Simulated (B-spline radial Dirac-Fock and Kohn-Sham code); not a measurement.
**What relativity does to the binding energies of Br⁷⁺**

System: Br⁷⁺, [Ar] 3d10.

Both columns are ΔSCF binding energies of the configuration average from an atomic code on a B-spline grid: non-relativistic Hartree-Fock with a point nucleus, and Dirac-Fock with a finite nucleus and the Coulomb interaction alone, averaged over the two j levels with weights 2j+1.

| shell | Hartree-Fock (eV) | Dirac-Fock (eV) | shift (eV) | shift (%) |
| --- | --- | --- | --- | --- |
| 1s | 13403.0 | 13632.8 | +229.82 | +1.71 |
| 2s | 1864.2 | 1916.8 | +52.62 | +2.82 |
| 2p | 1681.6 | 1694.7 | +13.10 | +0.78 |
| 3s | 372.9 | 382.4 | +9.50 | +2.55 |
| 3p | 308.0 | 310.7 | +2.64 | +0.86 |
| 3d | 192.2 | 191.1 | -1.09 | -0.57 |

Relativity binds 1s, 2s, 2p, 3s, 3p more strongly, among those listed most of all 2s in relative terms, and 3d more weakly, because the contracted s and p shells screen the nucleus better.

Values without a named source are computed, but for edge energies of neutral atoms, which are taken from tables.
